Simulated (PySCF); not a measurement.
## Ionisation energy of Sn by level of theory

Sn [Kr] 4d10 5s2 5p2 (3P) → Sn⁺ [Kr] 4d10 5s2 5p1 (2P), as a difference of total energies. Computed with PySCF 2.14 in aug-cc-pVQZ-DK3 (9s8p6d3f2g, 102 functions), with scalar relativity by spin-free X2C-1e. Correlated levels: valence: [Kr] 4d10 frozen. The calculations carry no spin-orbit coupling.

```tsv
method	ionisation energy (eV)	error (eV)
UHF	6.850	-0.539
LDA	7.421	+0.032
PBE	7.267	-0.122
PBE0	7.312	-0.077
r2SCAN	7.407	+0.018
B3LYP	7.272	-0.117
BHandHLYP	7.171	-0.218
B2PLYP	7.172	-0.217
MP2 (valence)	7.180	-0.209
SCS-MP2 (valence)	7.115	-0.274
```

Reference: 7.389 eV (measured; NIST levels, between the centres of gravity of the two terms).

Errors of the correlated levels include the incompleteness of this basis and the frozen core.
